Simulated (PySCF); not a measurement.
# F+: ionisation energy

F+ [He] 2s2 2p4 (3P) → F(2+) [He] 2s2 2p3 (4S), as a difference of total energies. Calculation: PySCF 2.14, in aug-cc-pCVQZ-DK (9s8p6d4f2g, 109 functions); scalar relativity by spin-free X2C-1e. Correlated levels: valence: 1s2 frozen; valence and next inner shell: nothing frozen. The calculations carry no spin-orbit coupling.

```json
{"method": "UHF", "ionisation energy (eV)": "33.381", "plus first-order spin-orbit estimate": "33.401", "error of that sum (eV)": "-1.570"}
{"method": "LDA", "ionisation energy (eV)": "35.269", "plus first-order spin-orbit estimate": "35.289", "error of that sum (eV)": "+0.318"}
{"method": "PBE", "ionisation energy (eV)": "35.416", "plus first-order spin-orbit estimate": "35.436", "error of that sum (eV)": "+0.465"}
{"method": "PBE0", "ionisation energy (eV)": "35.245", "plus first-order spin-orbit estimate": "35.265", "error of that sum (eV)": "+0.294"}
{"method": "r2SCAN", "ionisation energy (eV)": "35.106", "plus first-order spin-orbit estimate": "35.126", "error of that sum (eV)": "+0.155"}
{"method": "BLYP", "ionisation energy (eV)": "35.524", "plus first-order spin-orbit estimate": "35.544", "error of that sum (eV)": "+0.573"}
{"method": "HSE06", "ionisation energy (eV)": "35.286", "plus first-order spin-orbit estimate": "35.306", "error of that sum (eV)": "+0.335"}
{"method": "M06-2X", "ionisation energy (eV)": "35.004", "plus first-order spin-orbit estimate": "35.024", "error of that sum (eV)": "+0.053"}
{"method": "MP2 (valence)", "ionisation energy (eV)": "34.756", "plus first-order spin-orbit estimate": "34.776", "error of that sum (eV)": "-0.195"}
{"method": "SCS-MP2 (valence)", "ionisation energy (eV)": "34.895", "plus first-order spin-orbit estimate": "34.915", "error of that sum (eV)": "-0.056"}
{"method": "MP2 (valence and next inner shell)", "ionisation energy (eV)": "34.786", "plus first-order spin-orbit estimate": "34.806", "error of that sum (eV)": "-0.165"}
{"method": "SCS-MP2 (valence and next inner shell)", "ionisation energy (eV)": "34.911", "plus first-order spin-orbit estimate": "34.931", "error of that sum (eV)": "-0.040"}
```

Reference: 34.971 eV (measured; NIST Atomic Spectra Database, ionization energies).

A first-order spin-orbit estimate (lowest level to lowest level, LS coupling) adds 0.020 eV.

Errors of the correlated levels include the incompleteness of this basis and the frozen core.
